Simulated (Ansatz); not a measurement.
Mulliken charges of CH6FNSn (`C[NH][SnH2][F]`) from r2SCAN/def2-TZVPP in Ansatz (PBE0-D4/def2-TZVP geometry).

```json
{"atom": "C1", "x (Å)": "-1.002", "y (Å)": "1.097", "z (Å)": "-0.038", "charge (e)": "-0.041"}
{"atom": "N2", "x (Å)": "0.279", "y (Å)": "0.575", "z (Å)": "-0.478", "charge (e)": "-0.509"}
{"atom": "Sn3", "x (Å)": "1.045", "y (Å)": "-1.097", "z (Å)": "0.301", "charge (e)": "0.986"}
{"atom": "F4", "x (Å)": "-0.087", "y (Å)": "-2.595", "z (Å)": "-0.174", "charge (e)": "-0.507"}
{"atom": "H5", "x (Å)": "-1.088", "y (Å)": "2.158", "z (Å)": "-0.293", "charge (e)": "0.052"}
{"atom": "H6", "x (Å)": "-1.076", "y (Å)": "1.027", "z (Å)": "1.051", "charge (e)": "0.047"}
{"atom": "H7", "x (Å)": "-1.869", "y (Å)": "0.574", "z (Å)": "-0.460", "charge (e)": "0.070"}
{"atom": "H8", "x (Å)": "0.404", "y (Å)": "0.668", "z (Å)": "-1.476", "charge (e)": "0.136"}
{"atom": "H9", "x (Å)": "0.935", "y (Å)": "-1.018", "z (Å)": "1.993", "charge (e)": "-0.118"}
{"atom": "H10", "x (Å)": "2.541", "y (Å)": "-1.439", "z (Å)": "-0.423", "charge (e)": "-0.115"}
```

Task: By hand: the dipole of these point charges (1 e Å = 4.8032 D).

Result: Σ q r = (0.388, 0.473, 0.245) e Å, of length 0.659 e Å = 3.17 D.

Task: How does the dipole of the full density compare? (Best estimate.)

Result: Computed: (0.196, 0.440, 0.021) e Å, 2.32 D; the point charges give 1.37 times that, at 24° from its direction.

Point charges leave out the atoms' own dipoles, such as those of lone pairs, and Mulliken's split depends on the basis, so the two needn't agree.
